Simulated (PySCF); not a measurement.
Isomers of C8H15N, from PBE0-D3(BJ)/def2-SVP geometry optimisation, gas phase (PySCF). One conformer each, no zero-point energy, no frequencies.

Problem. Which is lowest in electronic energy at this level?
A. `[CH3:1][NH:2][C@@H:3]1[CH:4]=[CH:5][CH2:6][CH2:7][CH2:8][CH2:9]1` with C1–N2–C3–C4 65°, N2–C3–C4–C5 173°, C4–C5–C6–C7 55°, C5–C6–C7–C8 -72°, C6–C7–C8–C9 65°: A = 2851, B = 1147, C = 912.4 MHz, dipole 0.59 D
B. `CC(C)=C=C(C)N(C)C`: A = 2569, B = 897.1, C = 804.6 MHz, dipole 0.66 D
C. `[CH2:1]1[CH2:2][CH2:3][C@H:4]2[NH:5][CH2:6][CH2:7][C@H:8]2[CH2:9]1` with C9–C1–C2–C3 -58°, C1–C2–C3–C4 58°, C2–C3–C4–N5 -166°, C3–C4–N5–C6 82°: A = 2792, B = 1477, C = 1183 MHz, dipole 0.96 D

Solution. C. That is `C1CC[C@H]2NCC[C@H]2C1` (octahydroindole), 25.7 kcal/mol below the next.

```csv
SMILES,mapped SMILES,E (Eh),relative (kcal/mol),relative (kJ/mol),dipole (D)
C1CC[C@H]2NCC[C@H]2C1,[CH2:1]1[CH2:2][CH2:3][C@H:4]2[NH:5][CH2:6][CH2:7][C@H:8]2[CH2:9]1,-367.96063,0.0,0.0,0.96
CN[C@@H]1C=CCCCC1,[CH3:1][NH:2][C@@H:3]1[CH:4]=[CH:5][CH2:6][CH2:7][CH2:8][CH2:9]1,-367.91965,25.7,107.6,0.59
CC(C)=C=C(C)N(C)C,[CH3:1][C:2]([CH3:3])=[C:4]=[C:5]([CH3:6])[N:7]([CH3:8])[CH3:9],-367.87897,51.2,214.4,0.66
```

As drawn, the lowest has an N–H bond, which the highest lacks; the highest has cumulated double bonds and a C=C bond outside aromatic rings, which the lowest lacks.
